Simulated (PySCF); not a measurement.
Al(H)(Me)(Et) (C₃H₉Al), SMILES C[CH2][AlH][CH3]. Geometry optimised at r2SCAN-D4/def2-SVP. The structure was generated by enumeration; whether it is a known compound was not checked. One conformer was computed; it need not be the lowest.

### Question
Give the equilibrium geometry at r2SCAN-D4/def2-SVP (PySCF confirms it by a frequency run) as Cartesian coordinates in Å. (The exact figures need the calculation; the answer reports its results.)

### Answer
One answer among several that fit: 
```xyz
13

Al     0.0975    -0.2556     0.7149
H     -0.0321    -1.7844     1.1665
C      0.5397     1.0943     2.0630
H      1.5019     0.8640     2.5557
H     -0.2100     1.1055     2.8751
H      0.6100     2.1198     1.6647
C     -0.1874     0.2410    -1.1673
C     -0.5242    -0.8765    -2.1617
H      0.7161     0.7923    -1.5008
H     -0.9782     1.0195    -1.1829
H     -1.4488    -1.4079    -1.8813
H      0.2721    -1.6381    -2.2054
H     -0.6674    -0.5004    -3.1895
```
